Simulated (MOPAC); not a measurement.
Input for MOPAC: AM1 on CH6Sn (SMILES [CH3][SnH3]), a point of a torsion scan.

```
AM1 1SCF PRECISE CHARGE=0 THREADS=1
CH6Sn

C     -1.15856670 1    -0.08312315 1     0.00785338 1
Sn     0.98442989 1     0.05126817 1    -0.00774061 1
H     -1.57229805 1     0.54983152 1     0.78415134 1
H     -1.47185027 1    -1.10286646 1     0.20011595 1
H     -1.56802822 1     0.22644792 1    -0.94630712 1
H      1.60744079 1     0.09841728 1     1.52831254 1
H      1.50421733 1     1.42533090 1    -0.77718052 1
H      1.68008958 1    -1.23643031 1    -0.78662414 1
```

It printed:

```
*******************************************************************************
 **                                                                           **
 **                              MOPAC v23.2.5                                **
 **                                                                           **
 *******************************************************************************
 ** MOPAC's Digital Object Identifier: https://doi.org/10.5281/zenodo.6511958 **
 **                                                                           **
 ** Please cite the open-source release paper for use of this MOPAC version:  **
 ** J. E. Moussa and J. J. P. Stewart (2026)                                  **
 ** MOPAC: An open-source semiempirical molecular orbital program             **
 ** J. Open Source Softw., 11(119), 8025, https://doi.org/10.21105/joss.08025 **
 *******************************************************************************

                              AM1 CALCULATION RESULTS

 *******************************************************************************
 *  AM1        - The AM1 Hamiltonian to be used
 *
 *
 *
 *                 CHARGE ON SYSTEM = 0
 *
 *
 *
 *  PRECISE    - TIGHTER CRITERIA TO BE USED
 *  1SCF       - DO 1 SCF AND THEN STOP
 *  THREADS=1  - MULTI-THREADING NOT USED
 *  T=         - A TIME OF 172800.0 SECONDS REQUESTED
 *  DUMP=N     - RESTART FILE WRITTEN EVERY 7200.0 SECONDS REQUESTED
 *******************************************************************************
AM1 1SCF PRECISE CHARGE=0 THREADS=1
 CH6Sn

   ATOM   CHEMICAL          X               Y               Z
  NUMBER   SYMBOL      (ANGSTROMS)     (ANGSTROMS)     (ANGSTROMS)

     1       C         -1.15856670  *  -0.08312315  *   0.00785338  *
     2      Sn          0.98442989  *   0.05126817  *  -0.00774061  *
     3       H         -1.57229805  *   0.54983152  *   0.78415134  *
     4       H         -1.47185027  *  -1.10286646  *   0.20011595  *
     5       H         -1.56802822  *   0.22644792  *  -0.94630712  *
     6       H          1.60744079  *   0.09841728  *   1.52831254  *
     7       H          1.50421733  *   1.42533090  *  -0.77718052  *
     8       H          1.68008958  *  -1.23643031  *  -0.78662414  *



          CARTESIAN COORDINATES

    NO.       ATOM           X           Y           Z

     1         C         -1.1586     -0.0831      0.0079
     2        Sn          0.9844      0.0513     -0.0077
     3         H         -1.5723      0.5498      0.7842
     4         H         -1.4719     -1.1029      0.2001
     5         H         -1.5680      0.2264     -0.9463
     6         H          1.6074      0.0984      1.5283
     7         H          1.5042      1.4253     -0.7772
     8         H          1.6801     -1.2364     -0.7866

  H: (AM1): M.J.S. DEWAR ET AL, J. AM. CHEM. SOC. 107 3902-3909 (1985)
  C: (AM1): M.J.S. DEWAR ET AL, J. AM. CHEM. SOC. 107 3902-3909 (1985)
 Sn: (AM1): J. J. P. STEWART, J. MOL. MOD., 10, 155-164 (2004)

           Empirical Formula: C H6 Sn  =     8 atoms



      MOLECULAR POINT GROUP   :   C3


      RHF CALCULATION, NO. OF DOUBLY OCCUPIED LEVELS = 7


 -------------------------------------------------------------------------------
 AM1 1SCF PRECISE CHARGE=0 THREADS=1
 CH6Sn



     1SCF WAS SPECIFIED, SO BFGS WAS NOT USED
     SCF FIELD WAS ACHIEVED


                              AM1 CALCULATION
                                                       MOPAC v23.2.5 Linux




          FINAL HEAT OF FORMATION =         26.90871 KCAL/MOL =     112.58605 KJ/MOL


          COSMO AREA              =        103.43 SQUARE ANGSTROMS
          COSMO VOLUME            =         91.80 CUBIC ANGSTROMS

          IONIZATION POTENTIAL    =         10.023914 EV
          HOMO LUMO ENERGIES (EV) =        -10.024  0.190
          NO. OF FILLED LEVELS    =          7
          MOLECULAR WEIGHT        =        136.7484         POINT GROUP:  C3

          MOLECULAR DIMENSIONS (Angstroms)

            Atom       Atom       Distance
            H     8    H     3     4.02940
            H     5    H     6     3.67206
            H     4    H     7     3.50418


          SCF CALCULATIONS        =          1





   ATOM   CHEMICAL          X               Y               Z
  NUMBER   SYMBOL      (ANGSTROMS)     (ANGSTROMS)     (ANGSTROMS)

     1       C         -1.15856670  *  -0.08312315  *   0.00785338  *
     2      Sn          0.98442989  *   0.05126817  *  -0.00774061  *
     3       H         -1.57229805  *   0.54983152  *   0.78415134  *
     4       H         -1.47185027  *  -1.10286646  *   0.20011595  *
     5       H         -1.56802822  *   0.22644792  *  -0.94630712  *
     6       H          1.60744079  *   0.09841728  *   1.52831254  *
     7       H          1.50421733  *   1.42533090  *  -0.77718052  *
     8       H          1.68008958  *  -1.23643031  *  -0.78662414  *

                             CARTESIAN COORDINATES

   1    C       -1.158566700    -0.083123150     0.007853380
   2   Sn        0.984429890     0.051268170    -0.007740610
   3    H       -1.572298050     0.549831520     0.784151340
   4    H       -1.471850270    -1.102866460     0.200115950
   5    H       -1.568028220     0.226447920    -0.946307120
   6    H        1.607440790     0.098417280     1.528312540
   7    H        1.504217330     1.425330900    -0.777180520
   8    H        1.680089580    -1.236430310    -0.786624140


           Empirical Formula: C H6 Sn  =     8 atoms



      MOLECULAR POINT GROUP   :   C3


                  EIGENVALUES
 -28.77838 -16.53906 -13.28835 -13.26870 -10.22399 -10.19800 -10.02391   0.18968
   4.38123   4.55374   4.56743   5.20295   5.21442   5.88703


              NET ATOMIC CHARGES AND DIPOLE CONTRIBUTIONS

  ATOM NO.   TYPE          CHARGE      No. of ELECS.   s-Pop       p-Pop
    1          C          -0.607454        4.6075     1.25635     3.35110
    2         Sn           1.488207        2.5118     1.25195     1.25984
    3          H           0.073759        0.9262     0.92624
    4          H           0.073082        0.9269     0.92692
    5          H           0.074050        0.9260     0.92595
    6          H          -0.367221        1.3672     1.36722
    7          H          -0.369007        1.3690     1.36901
    8          H          -0.365417        1.3654     1.36542
 DIPOLE           X         Y         Z       TOTAL
 POINT-CHG.     0.336    -0.033    -0.004     0.337
 HYBRID        -0.808    -0.045     0.009     0.810
 SUM           -0.473    -0.078     0.005     0.479


          ATOMIC ORBITAL ELECTRON POPULATIONS

     Atom    s        px        py        pz
    1  C   1.25635   1.29115   1.03068   1.02927
    2 Sn   1.25195   0.40071   0.42950   0.42962
    3  H   0.92624
    4  H   0.92692
    5  H   0.92595
    6  H   1.36722
    7  H   1.36901
    8  H   1.36542

 **********************
 *                    *
 * JOB ENDED NORMALLY *
 *                    *
 **********************




 == MOPAC DONE ==
```

The run finished.

Cost: around 0.04 core-seconds (rough).
